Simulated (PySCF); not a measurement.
Level of theory: PBE0-D4/def2-TZVP // PBE0-D4/def2-SVP (PySCF). All species are isolated molecules in the gas phase. One relaxed conformer stands for a flexible species; it need not be the lowest. Delta-SCF ions had no search for a lower state. Excitations are Tamm–Dancoff values on a coarser integration grid. The basis has no diffuse functions, so Rydberg states are missing or too high.

Reference species (SMILES): `B[C@]1(C=O)[C@H]2CC[C@@H]1CC2` (neutral, multiplicity 1).

The vertical ionisation energy (Delta-SCF) is 9.25 eV, the S1–T1 gap (TDA) is 0.50 eV and the S1 excitation (TDA) is 4.01 eV.

Changed species: `B[C@@H]1C[C@H]2CC[C@@H]1[C@H]2C=O`.

Question: What does the change do to the vertical ionisation energy (Delta-SCF), S1–T1 gap (TDA) and S1 excitation (TDA)?

Answer: the vertical ionisation energy (Delta-SCF) rises by 0.34 eV, to 9.59 eV; the S1–T1 gap (TDA) increases by 0.14 eV, to 0.64 eV; the S1 excitation (TDA) rises by 0.37 eV, to 4.38 eV.
